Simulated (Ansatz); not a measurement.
Basis sets compared for the cluster Ge₁₂Mo. Total charge 0; singlet. Geometry PBE-D4/def2-SVP. Ansatz on 2 threads of AMD EPYC 7R13 on a shared host and a share (18 GiB) of an NVIDIA H100 80GB HBM3; times are rough, and most runs start from earlier orbitals.

```tsv
atom	x (Å)	y (Å)	z (Å)
Mo1	0.0420	0.0426	0.2373
Ge2	1.8772	-1.4254	-1.2107
Ge3	0.1155	-0.4576	-2.7706
Ge4	2.2164	-1.8540	1.2832
Ge5	1.7131	1.1746	-1.6470
Ge6	-0.4116	2.5923	-0.2928
Ge7	-2.0221	-0.3836	-1.4592
Ge8	-1.8820	0.2212	2.0318
Ge9	1.5804	0.4732	2.1692
Ge10	1.9267	2.4439	0.5580
Ge11	-2.6584	1.5829	-0.0357
Ge12	-0.0671	-2.5750	0.5899
Ge13	-2.4302	-1.8352	0.5467
```

In the def2 sets Mo takes a core potential; there is no spin–orbit coupling. Single mean-field runs in def2-SVP, def2-TZVP are fitted with def2-universal-jkfit. The restricted singlet is unstable towards broken spin symmetry in Hartree–Fock (as tested in another run); at PBE-D4/def2-TZVP, PBE0-D4/def2-SVP, PBE0-D4/def2-TZVP this wasn't settled. No other spin state of charge 0 was run. Another isomer (singlet) lies 1.35 eV lower at PBE0-D4/def2-TZVP; other spin states weren't run for this one.

Binding counts from free atoms (Mo septet, Ge triplet) in the same basis, without a counterpoise term.

```tsv
level	functions	energy (Eh)	HOMO (eV)	LUMO (eV)	binding per atom (eV)	wall time
PBE-D4/def2-SVP	415	-24985.9107	-5.10	-4.06	3.59	2.8 s
PBE0-D4/def2-SVP	415	-24986.4237	-5.79	-3.66	3.35	4 s
```

Question: Estimate the rows for PBE-D4/def2-TZVP (with forces), PBE0-D4/def2-TZVP.

Answer: 
```
                         level  functions  energy (Eh)  HOMO (eV)  LUMO (eV)  binding per atom (eV)  wall time
PBE-D4/def2-TZVP (with forces)        616  -24989.0703      -5.05      -4.01                   3.61      5.5 s
             PBE0-D4/def2-TZVP        616  -24989.5791      -5.71      -3.58                   3.38       11 s
```
